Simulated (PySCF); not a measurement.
Nuclear quadrupole coupling in `Fc1cc(C(F)(F)F)n[n-]1`

Species: C₄HF₄N₂ (charge -1).
Z-matrix (Å and degrees, GFN2-xTB geometry), rows numbered from 1:
```
F 
C   1  1.3617
C   2  1.3866  1  125.85
C   3  1.4006  2  100.76  1  -179.63
C   4  1.4682  3  127.25  2  -179.39
F   5  1.3682  4  114.65  3    96.97
F   5  1.3602  4  112.99  3   -21.61
F   5  1.3511  4  115.09  3  -142.13
N   4  1.3434  3  110.74  2    -0.27
N   9  1.3252  4  108.38  3     0.26
H   3  1.0719  2  129.92  1     0.09
```

Field gradients from the PBE0/pcSseg-1 density (PySCF, non-relativistic), principal values in atomic units, ordered |Vxx| ≤ |Vyy| ≤ |Vzz|:

```tsv
atom	Vxx	Vyy	Vzz
N9	0.2729	0.6951	-0.9679
N10	0.2385	0.6950	-0.9335
```

Problem. Find the asymmetry η = (Vxx − Vyy)/Vzz and the couplings χ = eQV/h (234.96 MHz × Q in barn × V in au), with Q(14N) = 0.02044 b.

Solution. 
```csv
atom,environment,nucleus,η,χzz (MHz),χxx (MHz),χyy (MHz)
N9,ring nitrogen,14N,0.44,-4.649,1.310,3.338
N10,two-coordinate ring nitrogen,14N,0.49,-4.484,1.146,3.338
```

The tensor is traceless: Vxx + Vyy + Vzz = 0.

Problem. What is Vzz at N9 in SI units (1 au = 9.71736 × 10²¹ V/m²)?

Solution. -0.9679 au = -9.406 × 10²¹ V/m².

Problem. And the gradient at the other heavy atoms, for which no coupling is worked out here?

Solution. 
| atom | environment | Vzz (au) | η |
| --- | --- | --- | --- |
| F1 | aryl fluorine | 2.935 | 0.04 |
| C2 | aromatic C–F carbon | 0.438 | 0.46 |
| C3 | aromatic CH carbon | 0.038 | 0.97 |
| C4 | substituted aromatic carbon | 0.093 | 0.29 |
| C5 | CF3 carbon | -0.500 | 0.09 |
| F6 | fluorine of a CF3 group | 2.866 | 0.08 |
| F7 | fluorine of a CF3 group | 2.867 | 0.05 |
| F8 | fluorine of a CF3 group | 2.902 | 0.07 |

Geometry: GFN2-xTB; no solvent, vibrations or thermal averaging. The pcSseg-1 basis has no diffuse functions, a weakness for an anion. GFN2-xTB bond lengths can be off by several hundredths of an ångström, more for odd bonds, and the gradients follow them. These gradients aren't converged with respect to the basis.
